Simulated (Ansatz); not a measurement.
`C[BH][GeH2][Cl]` + `CCSS` → `CCSSC` + `[BH2][GeH2][Cl]`  (substitution at a C–B bond)

Calculated with Ansatz (gas phase, PBE0-D4/def2-TZVP geometries, no zero-point term in ΔE). CCSD(T)/CBS is the MP2 limit (def2-TZVPP, def2-QZVPP) plus CCSD(T) − MP2 in def2-TZVPP, frozen cores. Functionals use def2-TZVPP. For Ge outer-core shells are correlated without core-valence functions, which leaves a few kJ/mol of doubt a bond. Scalar relativity is left out up to krypton. One conformer a species, not always the lowest.

```tsv
level	ΔE (kJ/mol)
ωB97M-V	60.5
CCSD/CBS(def2)	56.9
```

What does CCSD(T)/CBS give? (An estimate is asked.)

Computed: +56.3 kJ/mol. The listed levels differ from it by 4.2, 0.6 kJ/mol.

Largest T1 diagnostic among the species: 0.011.

In def2-TZVPP, CCSD(T) changes the Hartree–Fock value by +5.7 kJ/mol (the triples alone add −0.7 kJ/mol) and MP2 by +4.1 kJ/mol.
